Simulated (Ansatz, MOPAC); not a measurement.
Species: C$_{2}$H$_{4}$BO$_{2}$ (charge 0, doublet). SMILES: [CH]=CB(O)O

Atoms: C1, C2, B3, O4, O5, H6, H7, H8, H9. Bonds: C1-C2, C1-H6, C2-B3, C2-H7, B3-O4, B3-O5, O4-H8, O5-H9.

Bond lengths (Å) and angles (degrees) optimised at PM6 with MOPAC; HF/STO-3G with Ansatz (a program for electronic structure); PBE/6-31G* with Ansatz; B3LYP/LANL2DZ with Ansatz, each started from the B3LYP-D3(BJ)/def2-TZVP structure (Ansatz) of the last column. A row stands for all coordinates that are equal there; 10 of 16 kinds are shown. 6-31G* holds six Cartesian d functions. No wavenumbers were computed at HF/STO-3G, PBE/6-31G*, B3LYP/LANL2DZ, so these may be saddle points.

| coordinate | PM6 | HF/STO-3G | PBE/6-31G* | B3LYP/LANL2DZ | B3LYP-D3(BJ)/def2-TZVP |
|---|---|---|---|---|---|
| C1-C2 | 1.318 | 1.364 | 1.323 | 1.334 | 1.307 |
| C1-H6 | 1.026 | 1.085 | 1.094 | 1.088 | 1.080 |
| C2-B3 | 1.555 | 1.562 | 1.568 | 1.556 | 1.562 |
| C2-H7 | 1.084 | 1.088 | 1.110 | 1.101 | 1.097 |
| B3-O4 | 1.372 | 1.362 | 1.381 | 1.386 | 1.368 |
| B3-O5 | 1.374 | 1.362 | 1.384 | 1.392 | 1.372 |
| O4-H8 | 0.932 | 0.984 | 0.976 | 0.973 | 0.962 |
| C1-C2-B3 | 119.3 | 123.2 | 124.7 | 125.2 | 124.9 |
| C2-B3-O4 | 122.3 | 118.5 | 119.1 | 120.1 | 119.4 |
| C2-B3-O5 | 118.6 | 118.0 | 116.1 | 115.9 | 116.4 |

Mean signed difference of all 8 bond lengths from B3LYP-D3(BJ)/def2-TZVP: PM6 -0.015 Å, HF/STO-3G 0.010 Å, PBE/6-31G* 0.013 Å, B3LYP/LANL2DZ 0.011 Å.
